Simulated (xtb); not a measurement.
magnesium atom (Mg), singlet (GFN-xTB shapes and energies of metal compounds can be far from the true ones).

The xtb input:
```
$ xtb mol.xyz --gfn 2 --chrg 0 --uhf 0 --json

# file mol.xyz
1

Mg     0.00000000     0.00000000     0.00000000
```

Q: What does this run give for the dipole moment, total energy?

A: 
The dipole moment is 0.00 D. The total energy is -0.465975 Ha.
